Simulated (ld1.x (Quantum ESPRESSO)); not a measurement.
# Which change was made? (Se, TM)

selenium (Se), norm-conserving Troullier–Martins (Kleinman–Bylander form), made with ld1.x (Quantum ESPRESSO) 7.5 (Wu–Cohen, scalar-relativistic). Core [Ar] 3d10, reference 4s2 4p4. Waves: 4s (bound): rc 1.55 bohr; 4p (bound): rc 1.95 bohr; 4d channel at 0.3 Ry: rc 1.50 bohr. Local part: all-electron potential smoothed inside 1.25 bohr (lloc = -2). Core correction: a·sin(br)/r model core, default radius (core density twice the valence density).

Cutoffs, loose and tight: the cutoffs (Ry, on a coarse ladder) from which the occupation-weighted sum of valence levels, in a spherical-Bessel basis at the reference potential, stays within 10 and 1 mRy of its value at 400 Ry. They do not see the model core or the augmentation charge, which bear on the density cutoff. Test errors are all-electron minus pseudo excitation energies from the reference, over the configurations 4s2 4p3; 4s2 4p2; 4s2 4p1; 4s2 4p4.3; 4s2 4p3.5; 4s1 4p4; 4s0 4p6; variants that change the core or the reference have their own tests. The largest error is taken over the tests solved by every variant that gives reliable tests at all, those not shown here included: 4s0 4p6; 4s1 4p4; 4s2 4p2; 4s2 4p3; 4s2 4p3.5; 4s2 4p4.3.

The base gives: outcome: generated; cutoff, loose: 40 Ry; cutoff, tight: 55 Ry; bound ghosts: d; largest test error (meV): -15.

Problem. After one change the result is: outcome: generated; cutoff, loose: 25 Ry; cutoff, tight: 50 Ry; bound ghosts: d; largest test error (meV): -4.2. Which change was it?
A. wave 4s (bound): rc 1.55 bohr becomes 4s (bound): rc 1.02 bohr
B. local potential all-electron potential smoothed inside 2.10 bohr (lloc = -2)
C. local potential all-electron potential smoothed inside 1.20 bohr (lloc = -1)
D. reference 4s1 4p5
E. type PAW; waves now 4s (bound): rcut 1.35, rcutus 1.55 bohr; 4s channel at 1.3 Ry: rcut 1.35, rcutus 1.55 bohr; 4p (bound): rcut 1.70, rcutus 1.95 bohr; 4p channel at 0.25 Ry: rcut 1.70, rcutus 1.95 bohr; 4d channel at 0.3 Ry: rcut 1.30, rcutus 1.50 bohr; 4d channel at 2 Ry: rcut 1.30, rcutus 1.50 bohr; local potential all-electron potential smoothed inside 1.15 bohr (lloc = -2); augmentation PSQ, inside the norm-conserving radii

Solution. D. The others give: wave 4s (bound): rc 1.55 bohr becomes 4s (bound): rc 1.02 bohr → outcome: generated; cutoff, loose: 180 Ry; cutoff, tight: over 300 Ry; bound ghosts: d; largest test error (meV): -58 | local potential all-electron potential smoothed inside 2.10 bohr (lloc = -2) → outcome: generated; cutoff, loose: 40 Ry; cutoff, tight: 55 Ry; bound ghosts: p, d; largest test error (meV): -96 | type PAW; waves now 4s (bound): rcut 1.35, rcutus 1.55 bohr; 4s channel at 1.3 Ry: rcut 1.35, rcutus 1.55 bohr; 4p (bound): rcut 1.70, rcutus 1.95 bohr; 4p channel at 0.25 Ry: rcut 1.70, rcutus 1.95 bohr; 4d channel at 0.3 Ry: rcut 1.30, rcutus 1.50 bohr; 4d channel at 2 Ry: rcut 1.30, rcutus 1.50 bohr; local potential all-electron potential smoothed inside 1.15 bohr (lloc = -2); augmentation PSQ, inside the norm-conserving radii → outcome: generated; cutoff, loose: 15 Ry; cutoff, tight: 25 Ry; bound ghosts: d; largest test error (meV): -28 | local potential all-electron potential smoothed inside 1.20 bohr (lloc = -1) → outcome: generated; cutoff, loose: 40 Ry; cutoff, tight: 55 Ry; bound ghosts: s; largest test error (meV): -20.
